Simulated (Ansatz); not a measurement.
Geometry optimisation, RKS B3LYP/def2-SVP (Ansatz).

input.yaml

```yaml
crystal:
  periodic: [false, false, false]
  atoms:
    - { symbol: C, position_ang: [-1.3145, 0.6298, 1.543] }
    - { symbol: Si, position_ang: [-0.48, 1.1566, -0.0402] }
    - { symbol: B, position_ang: [0.572, -0.3207, -0.7057] }
    - { symbol: C, position_ang: [0.7088, -1.6864, 0.0989] }
    - { symbol: "N", position_ang: [1.4253, -0.1718, -1.9826] }
    - { symbol: H, position_ang: [-1.9734, 1.5452, 1.8871] }
    - { symbol: H, position_ang: [-0.5922, 0.4042, 2.3115] }
    - { symbol: H, position_ang: [-1.9857, -0.176, 1.3239] }
    - { symbol: H, position_ang: [0.3995, 2.3291, 0.2719] }
    - { symbol: H, position_ang: [-1.463, 1.5255, -1.0405] }
    - { symbol: H, position_ang: [1.2899, -2.4185, -0.3937] }
    - { symbol: H, position_ang: [-0.3713, -2.11, 0.1709] }
    - { symbol: H, position_ang: [0.9651, -1.4966, 1.1148] }
    - { symbol: H, position_ang: [2.039, 0.6592, -1.8047] }
    - { symbol: H, position_ang: [0.7588, 0.0797, -2.7252] }
basis:
  gaussian: { orbitals: def2-SVP }
hamiltonian:
  xc: b3lyp
relax:
  f_tol: 0.015
  max_steps: 40
```

Run as:

```bash
$ ansatz run input.yaml --threads 2 --pin off --max-ram 3072MiB --backend cpu --events-out ev --progress --plain --runs-dir out
```

Task: Where does it end, and by what steps?

Result: The run converged. The force dipped under the threshold on the way, but the program's further checks kept it going. After 30 steps the energy has fallen by 1.882 eV; H14 moved furthest, 1.95 Å.

| step | energy less start (eV) | largest force component (eV/Å) | accepted |
| --- | --- | --- | --- |
| 0 | 0.0000 | 3.178 | yes |
| 2 | -0.6471 | 1.189 | yes |
| 4 | -1.0616 | 2.048 | yes |
| 6 | -1.5369 | 1.629 | yes |
| 8 | -1.7730 | 0.943 | yes |
| 10 | -1.8469 | 0.298 | yes |
| 12 | -1.8530 | 0.082 | yes |
| 14 | -1.8564 | 0.083 | yes |
| 16 | -1.8562 | 0.258 | no |
| 18 | -1.8648 | 0.094 | yes |
| 20 | -1.8686 | 0.086 | yes |
| 22 | -1.8748 | 0.122 | yes |
| 24 | -1.8784 | 0.090 | yes |
| 26 | -1.8813 | 0.022 | yes |
| 28 | -1.8821 | 0.022 | yes |
| 30 | -1.8822 | 0.008 | yes |

```xyz
15
Properties=species:S:1:pos:R:3
C -1.788 0.681 1.322
Si -0.342 1.254 0.228
B 0.656 -0.289 -0.660
C 1.240 -1.495 0.186
N 0.822 -0.258 -2.048
H -2.292 1.537 1.798
H -1.431 0.012 2.121
H -2.538 0.131 0.731
H 0.594 2.058 1.085
H -0.877 2.210 -0.804
H 1.778 -2.247 -0.418
H 0.432 -2.018 0.728
H 1.933 -1.131 0.965
H 1.318 -0.981 -2.562
H 0.471 0.484 -2.643
```

Whether the end is a true minimum wasn't checked by a vibrational analysis.

Run time: 89 s on 2 threads of Intel(R) Xeon(R) Platinum 8488C (Sapphire Rapids), on a shared host, peak memory 0.32 GiB.
